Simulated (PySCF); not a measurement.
Hf(OH)3 (H₃HfO₃), SMILES [OH][Hf]([OH])[OH] (connectivity only; charge and spin as stated), neutral, multiplicity 2.

Coordinates come from a B3LYP-D3(BJ)/def2-SVP optimisation. The spin state was assumed, not searched. The isomer is the one that the SMILES or the coordinates give; other isomers of the formula were not compared. The def2 effective core potentials stand for the cores of Hf; spin–orbit coupling is left out. Other conformers were not sampled.

Level of theory: TDA-M06-2X/def2-SVPD run with PySCF.

Vertical excitations; the highest root listed may be one member of a degenerate set. The molecule is in vacuum.

```tsv
state	energy (eV)	λ (nm)	f	main pairs
root 1	2.39	518	0.000	α HOMO→LUMO+4 98 %
root 2	2.40	517	0.000	α HOMO→LUMO+5 98 %
root 3	4.04	307	0.017	α HOMO→LUMO+6, α HOMO→LUMO+9 (degenerate set)
root 4	4.04	307	0.017	α HOMO→LUMO+7, α HOMO→LUMO+10 (degenerate set)
root 5	4.12	301	0.000	β HOMO→LUMO 99 %
root 6	4.17	298	0.000	α HOMO→LUMO 93 %
root 7	4.28	290	0.363	α HOMO→LUMO+3 99 %
root 8	4.56	272	0.042	α HOMO→LUMO+2 (degenerate set)
root 9	4.56	272	0.042	α HOMO→LUMO+1 (degenerate set)
root 10	4.72	263	0.004	β HOMO−4→LUMO 97 %
```
Unrestricted roots are not spin-pure.
